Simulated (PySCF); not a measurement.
## Dipole response of Ba²⁺ (barium, charge +2)

[Xe], closed-shell 1S. All numbers are calculated (PySCF 2.14, a scalar-relativistic core potential, in def2-QZVPPD with the def2 core potential (46 electrons)). Coupled (time-dependent) response in atomic units; α is the mean over directions.

```tsv
method	mean α (bohr³)	C₆ (like pair)	S(−4)
UHF	10.41	73.73	13.48
PBE	10.47	74.13	13.85
PBE0	10.42	73.71	13.61
LC-wPBE	10.33	72.92	13.34
TPSSh	10.37	73.81	13.32
```

S(−4) is the Cauchy moment in α(ω) = α(0) + S(−4) ω² + …

α(iu) at PBE0:

```json
{"u (hartree)": "0", "α(iu) (bohr³)": "10.42"}
{"u (hartree)": "0.0500", "α(iu) (bohr³)": "10.38"}
{"u (hartree)": "0.100", "α(iu) (bohr³)": "10.28"}
{"u (hartree)": "0.200", "α(iu) (bohr³)": "9.902"}
{"u (hartree)": "0.300", "α(iu) (bohr³)": "9.331"}
{"u (hartree)": "0.500", "α(iu) (bohr³)": "7.899"}
{"u (hartree)": "0.750", "α(iu) (bohr³)": "6.121"}
{"u (hartree)": "1.00", "α(iu) (bohr³)": "4.691"}
{"u (hartree)": "1.50", "α(iu) (bohr³)": "2.856"}
{"u (hartree)": "2.00", "α(iu) (bohr³)": "1.866"}
{"u (hartree)": "3.00", "α(iu) (bohr³)": "0.9462"}
{"u (hartree)": "5.00", "α(iu) (bohr³)": "0.3697"}
```

For an ion, C₆ is the dispersion term alone; charge-induced terms of lower order in 1/R come first.

Energies and moments cover only the electrons outside the core potential. Spin-orbit coupling, which splits the p, d and f shells strongly at this Z, is absent.
